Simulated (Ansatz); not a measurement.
`O[SiH2]N[SiH](O)Cl` + `N[Si](O)(F)F` → `O[SiH2]N[Si](O)(F)F` + `N[SiH](O)Cl`  (ligand exchange at the Si–N bond)

Computed with Ansatz on PBE0-D4/def2-TZVP structures; ΔE is electronic, products minus reactants. CBS: MP2 limit from def2 TZ/QZ plus the TZ coupled-cluster correction, frozen cores. DFT in def2-TZVPP. B3LYP here is the variant with VWN-RPA as its local correlation; programs differ in this. One conformer a species, not always the lowest.

| level | ΔE (kcal/mol) |
| --- | --- |
| PBE-D4 | -0.9 |
| B3LYP-D4 | -1.1 |
| B2PLYP | -0.9 |
| MP2/def2-TZVPP | -0.6 |
| CCSD/def2-TZVPP | -0.8 |
| HF/def2-QZVPP | -1.1 |
| HF/CBS(def2) | -1.1 |
| MP2/CBS(def2) | -0.6 |

Problem. What does CCSD(T)/CBS give? (Best estimate.)

Solution. Computed: -0.7 kcal/mol. The listed levels differ from it by -0.2, -0.4, -0.2, 0.1, -0.1, -0.4, -0.4, 0.1 kcal/mol.

Largest T1 diagnostic among the species: 0.011.
